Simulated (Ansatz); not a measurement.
Input file for Ansatz (an electronic-structure program): R-wB97M-V/def2-TZVPPD on HCl (SMILES Cl) with ghost functions. Files ending in .json are basis or fitting sets from the Basis Set Exchange.

Ansatz 0.2 input:
```yaml
crystal:
  periodic: [false, false, false]
  atoms:
    - {symbol: Cl, position_ang: [-0.17401669, -0.02806795, 0.46864118]}
    - {symbol: H, position_ang: [-0.20298857, 0.22866111, 1.76144123]}
basis:
  gaussian:
    orbitals: def2-TZVPPD.json
    ghost_atoms:
      - {symbol: C, position_ang: [-1.09741848, -0.54396462, 4.03403438]}
      - {symbol: O, position_ang: [-0.18114784, 0.38516591, 3.47276757]}
      - {symbol: C, position_ang: [1.14887916, 0.20482082, 3.93789103]}
      - {symbol: H, position_ang: [-1.14588871, -0.42526526, 5.12089322]}
      - {symbol: H, position_ang: [-0.80839781, -1.57324093, 3.79603673]}
      - {symbol: H, position_ang: [-2.07318932, -0.33344088, 3.60168606]}
      - {symbol: H, position_ang: [1.19989932, 0.35610146, 5.02058141]}
      - {symbol: H, position_ang: [1.76713584, 0.94715284, 3.43781421]}
      - {symbol: H, position_ang: [1.51698864, -0.79795837, 3.69598783]}
hamiltonian:
  xc: {name: wB97M-V}
scf: {lower_state_search: off}
```

Predict the final total energy.

-460.7909 hartree.

How many basis functions does it have, and what does it roughly cost on one machine?

284 functions; roughly 13 core-seconds.
